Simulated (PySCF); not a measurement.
**GeTe⁺: energy against distance**

Set-up: basis Ge def2-TZVPPD, Te def2-TZVPPD with ECP28; scalar-relativistic core potentials; PySCF 2.14. Energies in eV from Ge⁺ + Te in their ground configurations at the same level. All curves are PBE0. state 1: ²Π (doublet), unpaired electrons π ↑; state 2: ²Σ⁺ (doublet), unpaired electrons σ ↑, a second solution, started from another occupation; state 3: ⁴Π (quartet), unpaired electrons π ↑↑↑, a second solution, started from another occupation.

| R (Å) | state 1 | state 2 | state 3 |
| --- | --- | --- | --- |
| 2.141 | -2.203 | -2.555 | 1.226 |
| 2.241 | -2.872 | -2.861 | 0.128 |
| 2.341 | -3.237 | -2.925 | -0.638 |
| 2.415 | -3.365 | -2.866 | -1.049 |
| 2.490 | -3.400 | -2.745 | -1.353 |
| 2.565 | -3.364 | -2.582 | -1.571 |
| 2.664 | -3.238 | -2.321 | -1.758 |
| 2.789 | -2.998 | -1.960 | -1.872 |
| 2.938 | -2.660 | -1.515 | -1.890 |
| 3.137 | -2.227 | -0.945 | -1.796 |

Question: Put a parabola through the three lowest points of the state 1 curve and estimate Re, k and ωe (reduced mass 47.11 u; 1 eV/Å² = 0.16022 mdyn/Å; ωe = 1302.8·√(k/μ) cm⁻¹).

Answer: Through R = 2.415, 2.49, 2.565 Å the second-order coefficient is 6.31 eV/Å², so Re ≈ 2.489 Å, k ≈ 2.02 mdyn/Å and ωe ≈ 270 cm⁻¹. A polynomial fit of higher order to the unrounded PBE0 energies gives Re = 2.486 Å, k = 2.04 mdyn/Å, ωe = 271 cm⁻¹; anharmonicity and rounding make the difference.

The higher-order fit for each curve: state 1: Re = 2.486 Å, ωe = 271 cm⁻¹, De = 3.40 eV; state 2: Re = 2.324 Å, ωe = 311 cm⁻¹, minimum 2.93 eV below the ground-state fragments; state 3: Re = 2.887 Å, ωe = 156 cm⁻¹, minimum 1.90 eV below the ground-state fragments.

⟨S²⟩ of the unrestricted solution departs from its pure value on part of the curve, where spin states mix. Spin–orbit coupling is left out, which matters for elements this heavy, above all for dissociation energies. For an ion De counts to the pair picked by the measured ionisation energies or electron affinities, which need not be the lowest pair at this level. The state was picked by a PBE0 search and need not be the measured ground state.
